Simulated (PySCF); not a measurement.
CH₈Cl₂Si₃, SMILES [SiH3]C[Si]([SiH3])(Cl)Cl.

Geometry optimised at B3LYP-D3(BJ)/def2-SVP. The structure was generated by enumeration, and PubChem lists no compound with its InChIKey, so it may never have been made. Other conformers were not sampled.

All values below come from TDA-B3LYP/def2-SVPD run with PySCF.

Vertical excitations. Isolated molecule, no solvent.

```json
[
 {"state": "S1", "energy (eV)": "6.41", "λ (nm)": "194", "f": "0.034", "main pairs": "HOMO→LUMO 95 %"},
 {"state": "S2", "energy (eV)": "6.51", "λ (nm)": "190", "f": "0.022", "main pairs": "HOMO→LUMO+1 96 %"},
 {"state": "S3", "energy (eV)": "6.97", "λ (nm)": "178", "f": "0.120", "main pairs": "HOMO→LUMO+2 97 %"},
 {"state": "S4", "energy (eV)": "7.21", "λ (nm)": "172", "f": "0.020", "main pairs": "HOMO−1→LUMO 86 %"},
 {"state": "S5", "energy (eV)": "7.33", "λ (nm)": "169", "f": "0.046", "main pairs": "HOMO→LUMO+3 73 %"},
 {"state": "S6", "energy (eV)": "7.33", "λ (nm)": "169", "f": "0.008", "main pairs": "HOMO−1→LUMO+1 65 %, HOMO−2→LUMO 29 %"},
 {"state": "T1", "energy (eV)": "5.79", "λ (nm)": "214", "f": "0", "main pairs": "HOMO→LUMO 95 %"},
 {"state": "T2", "energy (eV)": "5.86", "λ (nm)": "212", "f": "0", "main pairs": "HOMO→LUMO+1 94 %"}
]
```
Triplets are in the Tamm–Dancoff approximation.
